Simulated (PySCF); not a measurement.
Simulation results for Al$_{2}$BH$_{3}$N

Computed with PySCF 2.14.0. Calculation on a computer-drawn molecule: the log of a Hartree-Fock and frozen-core CCSD(T) single point meant for a local Hartree-Fock minimum, with one planted fault or none, to be diagnosed. Offsets are logged minus clean, where the clean run is the same molecule without the fault. The reference is restricted for singlets and unrestricted otherwise, and also for a bond in bohr or an excited solution. Adding or removing an electron swaps singlet and doublet. The excited solution moves the top pair (singlet) or top alpha electron (doublet) to the lowest empty orbital. Highest occupied and lowest empty are orbital energies over both spins, largest force is the largest gradient component, triples share is (T) over the correlation energy, the T1 limit is 0.02 restricted and 0.045 unrestricted, electrons count all cores, a negative frequency is imaginary (commonest isotopes), and the dipole is about the centre of nuclear charge.

```json
{"formula": "Al2BH3N", "logged_structure": {"atoms_angstrom": [["N", -0.8679, -2.5144, -0.4482], ["B", -0.2037, -2.1738, 0.5338], ["Al", 0.9743, -1.544, 2.1858], ["Al", 2.2479, 0.7195, 2.1102], ["H", -1.4062, -2.7995, -1.2232], ["H", 0.8475, -2.3598, 3.5387], ["H", 3.7611, 1.0019, 1.6993]]}, "given": {"meant_charge": 0, "meant_multiplicity": 2, "meant_basis": "cc-pV(D+d)Z", "logged_electrons": 41, "logged_basis_functions": 89, "logged_SCF_converged": "yes", "logged_spin_squared": 0.7922, "logged_highest_occupied [eV]": -7.3985, "logged_lowest_empty [eV]": 0.29873, "logged_largest_force [hartree/bohr]": 1.6711e-05, "logged_lowest_frequency [cm^-1]": 75.82, "logged_T1_diagnostic": 0.023683, "logged_D1_diagnostic": 0.077705, "logged_triples_share": 0.036015, "logged_CC_converged": "yes", "logged_dipole_magnitude [debye]": 0.69921, "logged_SCF_stable_within_its_kind": "yes", "logged_energy_HF [hartree]": -564.6912, "logged_energy_CCSD(T) [hartree]": -565.09332, "possible_faults": "no fault, one electron removed, one electron added, multiplicity raised by two, geometry at a saddle point, SCF held on an excited solution, minimal basis STO-3G, one bond length entered in bohr, all coordinates scaled", "drawn_bonds_atom": [1, 2, 3, 1, 3, 4], "drawn_bonds_other_atom": [2, 3, 4, 5, 6, 7], "drawn_bonds_order": [2, 1, 1, 1, 1, 1]}, "results": {"planted_fault": "no fault", "HF_energy_offset_from_clean_run [kcal/mol]": 0.0, "CCSD(T)_energy_offset_from_clean_run [kcal/mol]": 0.0}}
```
